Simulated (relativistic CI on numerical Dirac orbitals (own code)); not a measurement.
**Pd¹⁹⁺: sensitivity of the levels to the model**

Base calculation: Dirac-Coulomb-Breit CI, KLI orbitals optimised for each configuration, QED by a radiative potential, unscaled Slater integrals.

Configurations in the expansion (outside the closed core [Ne]): 3s2 3p6 3d9, 3s2 3p5 3d10, 3s 3p6 3d10, 3s2 3p6 3d8 4s, 3s2 3p6 3d8 4p, 3s2 3p6 3d8 4d, 3s2 3p6 3d8 4f, 3s2 3p6 3d7 4s2, 3s2 3p5 3d9 4s, 3s2 3p4 3d10 4s, 3s2 3p6 3d7 4s 4p, 3s2 3p4 3d10 4p, 3s2 3p6 3d8 5s, 3s2 3p5 3d9 4p, 3s2 3p6 3d7 4p2, 3s2 3p6 3d8 5p. Levels of other configurations are missing.

The lowest level and the first level of each name with at least 55 % of one term (blank where a level has no safe partner in the second run):

```tsv
Level	Base (eV)	Shift (eV)
3s2 3p6 3d9 2D_5/2	0.000	0.000
3s2 3p6 3d9 2D_3/2	5.637	-0.004
3s2 3p5 3d10 2P°_3/2	195.271	+0.167
3s2 3p5 3d10 2P°_1/2	224.285	+0.184
3s 3p6 3d10 2S_1/2	334.352	+0.051
3s2 3p6 3d8 4s 4F_9/2	338.778	+0.566
3s2 3p6 3d8 4s 4P_1/2	350.100	-0.208
3s2 3p6 3d8 4s 4P_3/2	351.261	-0.075
3s2 3p6 3d8 4s 2P_1/2	352.842	-0.321
3s2 3p6 3d8 4s 2G_9/2	353.249	-0.406
3s2 3p6 3d8 4s 2G_7/2	353.315	-0.404
3s2 3p6 3d8 4s 2S_1/2	367.736	-1.323
3s2 3p6 3d8 4p 4D°_7/2	376.506	+0.641
3s2 3p6 3d8 4p 4G°_7/2	382.501	+0.525
```

At this charge energies of transitions that change n are usually good to better than 1 %, and those within a shell (Δn = 0) to a few per cent.

Question: One thing was changed in a second run, which moved the levels as shown. Which?
A. configuration mixing switched off
B. valence Slater integrals scaled by 0.9
C. QED terms removed
D. Breit term removed

Answer: B. Valence Slater integrals scaled by 0.9. Scaling acts on the splittings between terms and on the mixing, and leaves the fine structure of pure LS terms nearly alone; in jj coupling it moves the levels of one term differently.

LS names give the leading component of a level, which can be under half, so a name can repeat, a term be missing and a line seem to break the LS rules.
